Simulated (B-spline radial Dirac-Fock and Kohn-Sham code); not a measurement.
## K-line shifts caused by a second vacancy in V

System: neutral vanadium, [Ar] 3d4 4s1 (an excited configuration).

Level of theory: Dirac-Fock ΔSCF + Breit + QED; a radial B-spline solver. Each two-hole energy is an average over J within one jj subconfiguration, not an observable level; in light atoms, where LS coupling holds, the j-resolved values are not observed lines, and for a K spectator the Kα1 hypersatellite is nearly forbidden. Electron correlation is not included.

Lines without a spectator: Kα2 (K-L2) 4944.6 eV, Kα1 (K-L3) 4951.5 eV, Kβ3 (K-M2) 5424.2 eV, Kβ1 (K-M3) 5425.0 eV. Shifts in eV with one spectator hole (a dash: not computed, or left out as unreliable):

| spectator hole | Kα2 | Kα1 | Kβ3 | Kβ1 |
| --- | --- | --- | --- | --- |
| L2 (2p1/2) | +20.82 | +25.54 | – | +59.1 |
| L3 (2p3/2) | +24.18 | +23.04 | +57.7 | – |
| M2 (3p1/2) | – | +1.56 | +3.57 | +4.83 |
| M3 (3p3/2) | +1.45 | – | +4.61 | +4.26 |

Problem. Where does the K-L3 hypersatellite lie, emitted when both K electrons are missing?

Solution. +239.9 eV from the normal line, at 5191.3 eV. Removing both K electrons costs 11257.3 eV, which is 315.6 eV more than twice the K binding energy. In light atoms the observed hypersatellite is the ¹S₀ → ¹P₁ component, which lies below this average, and the triplet component is nearly forbidden.

With n spectator holes in 2p, averaged over the 2p shell (energies in eV):

```
n    KαLⁿ   step  hypersatellite KαʰLⁿ
0  4949.1      –                5188.5
1  4973.0  +23.9                5213.6
2  4997.9  +24.9                5239.7
3  5023.9  +26.0                5266.9
4  5051.0  +27.1                5295.3
5  5079.3  +28.3                5324.8
```
